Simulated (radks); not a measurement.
The numbers below are computed, except where a source is named.
Ionisation of Kr+, [Ar] 3d10 4s2 4p5, to Kr2+, [Ar] 3d10 4s2 4p4, under several functionals. Scalar-relativistic Kohn-Sham, spin-polarised, spherical densities, finite nucleus; open shells are filled with parallel spins first; a radial shooting solver on a logarithmic mesh with Libxc functionals.

functional                                      E(Kr+) (hartree)  Exc (hartree)  IE (eV)  -e(HOMO) (eV)  <r> HOMO (bohr)  IE error (eV)
RPBE                                                 -2789.97133      -96.37035   24.310         19.033            1.837         -0.050
LDA (Slater exchange, Perdew-Wang correlation)       -2786.29573      -92.63943   24.664         19.299            1.833         +0.304
r2SCAN                                               -2790.19793      -96.52753   24.569         19.384            1.829         +0.209
BP86                                                 -2790.42772      -96.83055   24.529         19.206            1.832         +0.169
exchange-only B88                                    -2788.46057      -94.83116   23.182         17.949            1.848         -1.178
revPBE                                               -2789.90383      -96.30231   24.317         19.033            1.835         -0.043
PW91                                                 -2790.28695      -96.69048   24.463         19.152            1.834         +0.104
LDA (Slater exchange, VWN5 correlation)              -2786.31031      -92.65435   24.662         19.300            1.832         +0.303
SCAN                                                 -2790.43797      -96.78221   24.556         19.366            1.828         +0.196
BLYP                                                 -2790.17792      -96.56954   24.286         18.949            1.840         -0.074

NIST Atomic Spectra Database: 24.360 eV (measured). Closest: revPBE. The Delta-SCF values span 1.48 eV, the total energies 4.14 hartree. The highest occupied level is 4p. Open shells are spherical and high-spin; term and fine-structure splittings are not resolved.
